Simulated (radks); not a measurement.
The numbers below are computed, except where a source is named.
Task: Valence configurations of neutral lead. Code: a radial shooting solver on a logarithmic mesh with Libxc functionals. Model: scalar-relativistic Kohn-Sham, PBE, spin-polarised, spherical densities, point nucleus; open shells are filled with parallel spins first (spin-orbit coupling, left out, can overturn this in heavy ions). Order these by energy: [Xe] 4f13.5 5d10 6s1.5 6p3; [Xe] 4f14 5d10 6p4; [Xe] 4f14 5d10 6s1 6p3; [Xe] 4f13 5d10 6s1 6p4; [Xe] 4f14 5d9.5 6s2 6p2.5; [Xe] 4f14 5d10 6s1.5 6p2.5; [Xe] 4f14 5d9 6s2 6p3; [Xe] 4f13 5d9 6s1 6p5; [Hg] 6p2; [Xe] 4f13 5d10 6s2 6p3.

Result: From the lowest, in eV above it: [Hg] 6p2 0.000; [Xe] 4f14 5d10 6s1.5 6p2.5 3.620; [Xe] 4f14 5d10 6s1 6p3 7.045; [Xe] 4f14 5d9.5 6s2 6p2.5 8.810; [Xe] 4f14 5d10 6p4 17.840; [Xe] 4f14 5d9 6s2 6p3 18.248; [Xe] 4f13.5 5d10 6s1.5 6p3 70.282; [Xe] 4f13 5d10 6s2 6p3 137.36; [Xe] 4f13 5d10 6s1 6p4 147.20; [Xe] 4f13 5d9 6s1 6p5 172.65. NIST lists [Hg] 6p2 as the ground configuration; this level of theory agrees among the configurations tried. The energies are those of spherical high-spin densities, not of single terms.
